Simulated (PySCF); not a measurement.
Core-level binding energies of `F[Si@H](P)Br`

BrFH3PSi.
Structure used (PBE0-D3(BJ)/def2-SVP), in Å, numbered top down from 1:
```xyz
7
BrFH3PSi angstrom
F     -1.4966   -0.3078    1.4206
Si    -0.7250   -0.3189   -0.0044
P      1.4818   -0.2053    0.3984
Br    -1.5117    1.3834   -1.1905
H     -1.0787   -1.5725   -0.7168
H      1.7604    0.0011   -0.9887
H      1.4342    1.1911    0.6948
```

The calculation used PySCF, delta-SCF UKS SCAN, pcX-2 on the ionised atom, pcseg-1 elsewhere, spin-free X2C. Each binding energy is the total energy of the core-ionised species, with the hole localised on one atom, minus that of the ground state; both are solved self-consistently, so orbital relaxation is included.

Task: What binding energy does each computed site have?

Result: 
```
atom(s)       bonded to     level  binding energy (eV)  2p1/2 (eV)  count
     P3      2 H and Si      P 1s              2150.50           –      1
    Si2  F, Br, H and P     Si 1s              1848.80           –      1
     F1              Si      F 1s               692.62           –      1
     P3      2 H and Si   P 2p3/2               136.97      137.86      1
    Si2  F, Br, H and P  Si 2p3/2               108.74      109.37      1
```

Task: Which effective nuclear charge Zeff reproduces each element's mean 1s value in the hydrogen-like formula E = 13.606 eV × Zeff²?

Result: F (Z = 9): mean 692.6 eV, Zeff = 7.13, Z − Zeff = 1.87; Si (Z = 14): mean 1848.8 eV, Zeff = 11.66, Z − Zeff = 2.34; P (Z = 15): mean 2150.5 eV, Zeff = 12.57, Z − Zeff = 2.43. Means run over the listed sites, weighted by atom count.

Task: Which photon wavelength matches the Si 2p3/2 of Si2 threshold?

Result: λ = hc/E = 12398.42 eV Å / 108.74 eV = 114.019 Å.

The 2p values add to the ΔSCF energy of one spin-free hole a correction within the shell (spin–orbit coupling, ligand field). 2p1/2 minus 2p3/2 (ligand field included): Si 0.63 eV, P 0.89 eV. No level of bromine is listed. The structure is a single PBE0-D3(BJ)/def2-SVP conformer in the gas phase; no vibrational or solvent corrections.
